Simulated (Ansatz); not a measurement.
Coupled-cluster diagnostics for Be4O3, Ansatz.

Geometry of the singlet (PBE0-D4/def2-SVP):

```xyz
7

Be   -1.674    0.303    0.504
Be    1.263   -0.061   -0.794
Be   -0.850    0.800   -1.336
Be    0.320   -0.631    1.315
O    -1.068   -0.346    1.651
O     1.514   -0.661    0.499
O     0.495    0.596   -1.840
```

Correlated methods freeze 3 core orbitals. The structure comes from a short search, and lower isomers may exist.

(1) Estimate the CCSD(T) correlation energy, the shares of MP2 and (T), T1 and the reference's ⟨S²⟩ for: charge 0, singlet, own geometry in def2-TZVPP; and the rough time on 4 threads of Arm Neoverse V2 on a shared host.

Results:

(1) 
```csv
state,basis,correlation (eV),MP2 share (%),(T) share (%),T1,⟨S²⟩ (pure),wall time
"charge 0, singlet, own geometry",def2-TZVPP,-27.683,95.1,3.4,0.015,0.00 (0.00),45 s
```
Customary marks for T1 are 0.02 (closed shells), 0.045 (open shells) and about 0.05 (3d metals). T1 stays under 0.02 throughout.
